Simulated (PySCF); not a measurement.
Br4Zr, SMILES [Zr+]([Br])([Br])([Br])[Br] (connectivity only; charge and spin as stated), charge +1, multiplicity 2.

Coordinates come from a PBE0-D3(BJ)/def2-SVP optimisation. A frequency run showed that this geometry is not a minimum. The spin state was assumed, not searched. The def2 effective core potentials stand for the cores of Zr; spin–orbit coupling is left out.

Method: PBE0-D3(BJ)/def2-SVP (PySCF 2.14.0).

Frequencies are harmonic and unscaled.

Modes within 1.5 cm⁻¹ of each other (mostly degenerate sets) share a row, with their intensities summed.

Computed harmonic wavenumbers and intensities:
```tsv
mode	ν (cm⁻¹)	IR (km/mol)	moving atoms (share of kinetic energy)
1–2	73i	99.8	Zr 55 %, Br 45 %
3	38	0.0	Br 100 %
4	46	0.0	Br 100 %
5	51	0.4	Br 77 %, Zr 23 %
6–7	148	211.2	Br 77 %, Zr 23 %
8	227	0.0	Br 100 %
9	233	3.7	Zr 54 %, Br 46 %
```
